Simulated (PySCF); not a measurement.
Excitation energy of Mg by level of theory

Mg [Ne] 3s2 (1S) → Mg [Ne] 3d2 (3F), as a difference of total energies. Computed with PySCF 2.14 in aug-cc-pVDZ (5s4p2d, 27 functions), with the non-relativistic Hamiltonian (point nucleus). Correlated levels: valence: [Ne] frozen. The calculations carry no spin-orbit coupling.

```
           method  excitation energy (cm⁻¹)
              UHF                    113280
    MP2 (valence)                    117990
SCS-MP2 (valence)                    118980
   CCSD (valence)                    120440
```

The upper state lies above the first ionisation limit, where it may autoionise and the basis confines it.

The promoted electron is Rydberg-like, and one or two diffuse shells describe it only roughly, which tends to raise the upper state.

With two correlated electrons CCSD is exact in that space.
